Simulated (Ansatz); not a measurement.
SnEt3(SiMe3) (C₉H₂₄SiSn), relaxed as a singlet with RKS PBE-D4/def2-SVP in Ansatz, starting from the GFN2-xTB geometry. Force threshold 0.03 eV/Å.

In the def2 sets Sn takes a core potential; there is no spin–orbit coupling.

Start:

```xyz
35

Sn    0.310    0.522   -0.100
C    -0.832    2.426   -0.337
C    -2.052    2.514    0.561
H    -1.138    2.517   -1.378
H    -0.164    3.259   -0.127
H    -2.571    3.459    0.404
H    -2.750    1.707    0.353
H    -1.767    2.455    1.608
C     1.156    0.587    1.964
C     2.052   -0.594    2.288
H     0.334    0.626    2.678
H     1.716    1.514    2.075
H     2.444   -0.507    3.301
H     1.505   -1.531    2.218
H     2.894   -0.642    1.603
C     2.071    0.661   -1.473
C     2.995    1.821   -1.161
H     1.706    0.748   -2.494
H     2.625   -0.275   -1.410
H     3.832    1.838   -1.858
H     2.469    2.769   -1.242
H     3.396    1.740   -0.154
Si   -1.171   -1.585   -0.473
C    -0.075   -3.056   -0.994
C    -2.069   -1.994    1.158
C    -2.453   -1.223   -1.837
H    -0.673   -3.948   -1.150
H     0.667   -3.283   -0.235
H     0.453   -2.844   -1.918
H    -1.364   -2.196    1.958
H    -2.699   -1.169    1.477
H    -2.702   -2.869    1.045
H    -3.094   -0.390   -1.564
H    -1.968   -0.971   -2.775
H    -3.086   -2.086   -2.011
```

| step | energy (eV) | largest force component (eV/Å) | SCF passes |
| --- | --- | --- | --- |
| 1 | -23407.6461 | 0.800 | 22 |
| 2 | -23407.8953 | 0.399 | 19 |
| 3 | -23407.9224 | 0.173 | 19 |
| 4 | -23407.9348 | 0.035 | 20 |
| 5 | -23407.9355 | 0.019 | 20 |

Force components are those of the run's own axes.

End:

```xyz
35

Sn    0.3304    0.5749   -0.1120
C    -0.8467    2.4171   -0.3552
C    -2.0672    2.4744    0.5666
H    -1.1471    2.4802   -1.4224
H    -0.1627    3.2724   -0.1691
H    -2.6506    3.4123    0.4365
H    -2.7669    1.6321    0.3789
H    -1.7808    2.4197    1.6381
C     1.1462    0.5780    1.9315
C     2.0282   -0.6373    2.2258
H     0.2856    0.6283    2.6314
H     1.7112    1.5257    2.0601
H     2.4364   -0.6236    3.2603
H     1.4692   -1.5909    2.1134
H     2.8980   -0.6939    1.5376
C     2.0648    0.6623   -1.4629
C     3.0094    1.8230   -1.1441
H     1.6775    0.7299   -2.5013
H     2.5874   -0.3144   -1.3865
H     3.8851    1.8525   -1.8293
H     2.5011    2.8067   -1.2288
H     3.4113    1.7566   -0.1111
Si   -1.1460   -1.5339   -0.4601
C    -0.0620   -3.0170   -0.9501
C    -2.0513   -1.9313    1.1644
C    -2.4289   -1.2160   -1.8268
H    -0.6833   -3.9255   -1.1017
H     0.6877   -3.2440   -0.1646
H     0.4871   -2.8179   -1.8932
H    -1.3325   -2.1177    1.9887
H    -2.7082   -1.0925    1.4738
H    -2.6844   -2.8373    1.0518
H    -3.0774   -0.3519   -1.5744
H    -1.9385   -0.9976   -2.7976
H    -3.0823   -2.1035   -1.9675
```

By distances, no bond broke or formed. The bond that changes most is Sn1–C16, from 2.24 to 2.20 Å (atoms count from 1).

No frequencies were taken in this run, so the end may be a saddle point.

Run time 23 s (4 threads of AMD EPYC 7B13 on a shared host), peak host memory 0.61 GiB.
